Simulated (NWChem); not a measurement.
Everything below was run with NWChem. System: H$_{3}$BN, charge 0, spin multiplicity 4, at the geometry of a parent with another charge or spin, in a state set for the comparison that need not be this species' ground state. Its SCF solution wasn't tested for a lower state. Level: UMP2/def2-TZVP, 2 core orbitals frozen.

Input file:

```
start mol
memory heap 200 mb stack 900 mb global 1100 mb
geometry units angstroms nocenter noautoz
  B      0.686454    -0.102376     0.000000
  N     -0.630132     0.097522     0.000000
  H      1.461693     0.840100     0.000000
  H      1.143952    -1.234422     0.000000
  H     -1.626991     0.223550     0.000000
  symmetry group Cs
end
basis spherical
  * library def2-tzvp
end
scf
  uhf
  nopen 3
  maxiter 100
  thresh 1e-7
  semidirect memsize 60000000 filesize 0
  # guess.movecs holds the orbitals of an unrestricted PBE0 run
  vectors input guess.movecs output mol.movecs
end
mp2
  freeze core 2
end
task mp2 energy
```

Output (cleaned and shortened):

```
             Northwest Computational Chemistry Package (NWChem) 7.3.0
             --------------------------------------------------------

                                NWChem Input Module
                                -------------------

 Scaling coordinates for geometry "geometry" by  1.889725989
 (inverse scale =  0.529177249)

 Turning off AUTOSYM since
 SYMMETRY directive was detected!

                             Geometry "geometry" -> ""
                             -------------------------

 Output coordinates in angstroms (scale by  1.889725989 to convert to a.u.)

  No.       Tag          Charge          X              Y              Z
 ---- ---------------- ---------- -------------- -------------- --------------
    1 B                    5.0000     0.68645400    -0.10237600     0.00000000
    2 N                    7.0000    -0.63013200     0.09752200     0.00000000
    3 H                    1.0000     1.46169300     0.84010000     0.00000000
    4 H                    1.0000     1.14395200    -1.23442200     0.00000000
    5 H                    1.0000    -1.62699100     0.22355000     0.00000000

 Effective nuclear repulsion energy (a.u.)      26.9901164708

            Nuclear Dipole moment (a.u.)
            ----------------------------
        X                 Y               Z
 ---------------- ---------------- ----------------
     0.0000000000     0.0000037795     0.0000000000

      Symmetry information
      --------------------

 Group name             Cs
 Group number              2
 Group order               2
 No. of unique centers     5

      Symmetry unique atoms

     1    2    3    4    5


 Summary of "ao basis" -> "" (spherical)
 ------------------------------------------------------------------------------
       Tag                 Description            Shells   Functions and Types
 ---------------- ------------------------------  ------  ---------------------
 *                         def2-tzvp                  on all atoms

 Summary of "ao basis" -> "ao basis" (spherical)
 ------------------------------------------------------------------------------
[...]
  AO/Fock/Back tols     =   1.0D-09  1.0D-09  1.0D-09

 GA uses MA = F    GA memory limited = T

 Available:
  local mem=  1.26D+08
 global mem=  1.44D+08
 local disk=  0.00D+00
  mp2_memr nvloc                    71
  nvloc new                    71
   1 passes of   7:        5242880                      37896                   5484285.
   1 passes of   7: M    126152813           G      144166400           F     120909933.

 Semi-direct pass number   1 of   1  for UHF alpha       at        1.0s
  vrange nnbf                  3239
  mp2_eaftype                    20  avail_ma_in_mb                  1099
 EAF : mp2_eaftype filesize          20    2742142.
  mp2_eaf for mointskh                     20
Node 0 wrote     12.9 Mb in      0.0 s     Agg I/O rate:  2460.9 Mb/s
 Done moints_semi at        1.7s
  mp2_eaftype                    20  avail_ma_in_mb                  1079
 EAF : mp2_eaftype filesize          20    2742142.
  mp2_eaf for kh                    20
 Done maket at        1.8s
 Done multipass loop at        1.8s

 GA uses MA = F    GA memory limited = T

 Available:
  local mem=  1.26D+08
 global mem=  1.44D+08
 local disk=  0.00D+00
  mp2_memr nvloc                    74
  nvloc new                    74
   1 passes of   4:        5242880                      27850                   3270752.
   1 passes of   4: M    126152813           G      144166400           F     120909933.

 Semi-direct pass number   1 of   1  for UHF beta        at        1.8s
  vrange nnbf                  3239
  mp2_eaftype                    12  avail_ma_in_mb                  1099
 EAF : mp2_eaftype filesize          12    1635376.
  mp2_eaf for mointskh                     12
Node 0 wrote      7.7 Mb in      0.0 s     Agg I/O rate:  2471.4 Mb/s
 Done moints_semi at        2.4s
  mp2_eaftype                    12  avail_ma_in_mb                  1087
 EAF : mp2_eaftype filesize          12    1635376.
  mp2_eaf for kh                    12
 Done maket at        2.4s
 Done multipass loop at        2.4s

          -------------------------------------------
          SCF energy                 -80.679512674297
          Correlation energy          -0.243888742974
          Singlet pairs                0.000000000000
          Triplet pairs                0.000000000000
          Total MP2 energy           -80.923401417271
          -------------------------------------------

          ---------------------------------------------------
                    Spin Component Scaled (SCS) MP2
          Same spin pairs                     -0.056615867275
          Same spin scaling factor             0.333333333333
          Opposite spin pairs                 -0.187272875700
          Opposite spin scaling fact.          1.200000000000
          SCS-MP2 correlation energy          -0.243599406598
          Total SCS-MP2 energy               -80.923112080895
          ---------------------------------------------------

 -----------------------
 Performance information
 -----------------------

 Timer overhead =  9.51D-08 seconds/call

               Nr. of calls         CPU time (s)                 Wall time (s)                GFlops
             ---------------    -------------------     ------------------------------   -------------------
Name         Min   Avg   Max    Min     Avg     Max     Min     Avg     Max   Mx/calls   Min     Max     Sum
mp2: moin     2     2     2    1.3     1.3     1.3      1.3     1.3     1.3    0.67      0.0     0.0     0.0
mp2: make     2     2     2   6.20E-2 6.20E-2 6.20E-2  6.20E-2 6.20E-2 6.20E-2 3.10E-2   0.0     0.0     0.0
mp2: tota     1     1     1    1.4     1.4     1.4      1.4     1.4     1.4     1.4      0.0     0.0     0.0

 The average no. of pstat calls per process was 5.00D+00
 with a timing overhead of 4.76D-07s

 Task  times  cpu:        2.4s     wall:        2.4s

 Total times  cpu:        2.5s     wall:        2.5s
```
